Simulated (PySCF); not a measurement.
**Dipole response of Cr²⁺ (chromium, charge +2)**

[Ar] 3d3 4s1, high-spin 5F determinant (an excited configuration). All numbers are calculated (PySCF 2.14, the spin-free X2C one-electron Hamiltonian (Gaussian nucleus), in aug-cc-pVQZ-DK). Coupled (time-dependent) response in atomic units; α is the mean over directions.

```json
{"method": "PW91", "mean α (bohr³)": "19.91", "C₆ (like pair)": "82.56", "S(−4)": "350.3"}
```

S(−4) is the Cauchy moment in α(ω) = α(0) + S(−4) ω² + …

α(iu) at PW91:

```json
{"u (hartree)": "0", "α(iu) (bohr³)": "19.91"}
{"u (hartree)": "0.0500", "α(iu) (bohr³)": "19.08"}
{"u (hartree)": "0.100", "α(iu) (bohr³)": "16.99"}
{"u (hartree)": "0.200", "α(iu) (bohr³)": "12.11"}
{"u (hartree)": "0.300", "α(iu) (bohr³)": "8.580"}
{"u (hartree)": "0.500", "α(iu) (bohr³)": "5.028"}
{"u (hartree)": "0.750", "α(iu) (bohr³)": "3.248"}
{"u (hartree)": "1.00", "α(iu) (bohr³)": "2.401"}
{"u (hartree)": "1.50", "α(iu) (bohr³)": "1.562"}
{"u (hartree)": "2.00", "α(iu) (bohr³)": "1.127"}
{"u (hartree)": "3.00", "α(iu) (bohr³)": "0.6740"}
{"u (hartree)": "5.00", "α(iu) (bohr³)": "0.3215"}
```

A single London oscillator, α(iu) = α/(1 + u²/ω²), gives C₆ = (3/4) ω α². Matching the computed C₆ needs ω = 4 × 82.56 / (3 × 19.91²) = 0.278 hartree.

For an ion, C₆ is the dispersion term alone; charge-induced terms of lower order in 1/R come first.
